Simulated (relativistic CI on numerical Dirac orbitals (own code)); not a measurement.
Zn4+ (3d8) in a crystal field

Calculated by Dirac-Coulomb-Breit CI, orbitals from a KLI potential per configuration, model QED (radiative potential, 1s self-energy scaled to tabulated hydrogen-like ionisation energies), valence Slater integrals scaled by 0.85, one configuration in a parametric crystal field (own radial code).

Field parameters in Wybourne normalisation: D4h B²₀ = −7Ds, B⁴₀ = 21(Dq − Dt), B⁴₄ = 21√(5/14) Dq; Td as Oh with Dq negative (B⁴₀ = 21Dq, B⁴₄ = √(5/14) B⁴₀). The field is a parameter set, without covalency.

S and J are read from ⟨S²⟩ = S(S + 1) and ⟨J²⟩ = J(J + 1) of each level; they are not fictitious spins.

Td, 10Dq = -9800 cm⁻¹, the lowest 10 levels:

```
E (cm⁻¹)  Degeneracy  Irrep     S     J
     0.0           1     A1  1.00  3.96
     734           3     T1  1.00  3.73
    2038           2      E  1.00  3.31
    2400           3     T2  1.00  3.00
    9992           3     T1  1.00  3.28
   10120           3     T2  0.99  3.24
   10258           2      E  1.00  2.95
   10752           1     A2  1.00  3.00
   19815           3     T2  0.87  2.96
   21642           3     T2  0.35  2.51
```

Td, 10Dq = -4050 cm⁻¹, the lowest 10 levels:

| E (cm⁻¹) | Degeneracy | Irrep | S | J |
| --- | --- | --- | --- | --- |
| 0.0 | 1 | A1 | 1.00 | 3.99 |
| 580 | 3 | T1 | 1.00 | 3.86 |
| 1449 | 2 | E | 1.00 | 3.75 |
| 2189 | 3 | T2 | 1.00 | 3.31 |
| 5122 | 3 | T2 | 0.99 | 3.23 |
| 5162 | 3 | T1 | 1.00 | 3.16 |
| 5749 | 1 | A2 | 1.00 | 3.00 |
| 5876 | 2 | E | 0.99 | 2.41 |
| 9704 | 3 | T2 | 0.99 | 2.71 |
| 20302 | 3 | T2 | 0.20 | 2.10 |

D4h, 10Dq = 23150, Ds = 2750, Dt = -90 cm⁻¹, the lowest 16 levels:

```
E (cm⁻¹)  Degeneracy  Irrep     S     J
     0.0           2      E  1.00  3.38
     1.3           1     B2  1.00  3.38
   16173           1     A1  0.08  2.96
   20491           1     B1  0.37  2.93
   22250           1     A1  0.99  3.70
   22303           1     A2  1.00  3.58
   22883           2      E  1.00  3.37
   23293           2      E  1.00  3.22
   23540           1     B1  0.96  3.21
   23703           1     B2  1.00  2.90
   24116           1     B1  0.87  3.11
   27376           2      E  1.00  2.38
   27595           1     A1  0.98  2.44
   38638           1     A1  0.83  3.28
   39114           1     A2  0.78  3.47
   39694           2      E  0.98  3.05
```

The free-ion ground term has S = 1. Every field shown keeps that spin.

Levels of this model without a field, named by their leading LS term: 3F_4 0, 3F_3 2416, 3F_2 3966, 1D_2 18803, 3P_2 23126, 3P_1 23609, 3P_0 24011, 1G_4 29163 cm⁻¹.
